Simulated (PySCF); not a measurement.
InI3, SMILES [I][In]([I])[I]. Heavy atoms are numbered as in [In:1]([I:2])([I:3])[I:4].

Geometry optimised at r2SCAN-D4/def2-SVP. The isomer is the one that the SMILES or the coordinates give; other isomers of the formula were not compared. The def2 effective core potentials stand for the cores of I, In; spin–orbit coupling is left out.

Computed with PBE/def2-TZVP in PySCF.

ESP charges are fitted to the potential on shells at 1.4 to 2.0 van der Waals radii. Atomic charges (e), one atom of each kind:

```json
[
 {"atom": "In1", "Löwdin": "…", "ESP fit": "0.27"},
 {"atom": "I2", "Löwdin": "…", "ESP fit": "-0.09"}
]
```

Some entries are withheld; supply them. (Estimate from the structure and the level; the computed values follow.)


- In1, Löwdin: -0.59
- I2, Löwdin: 0.20
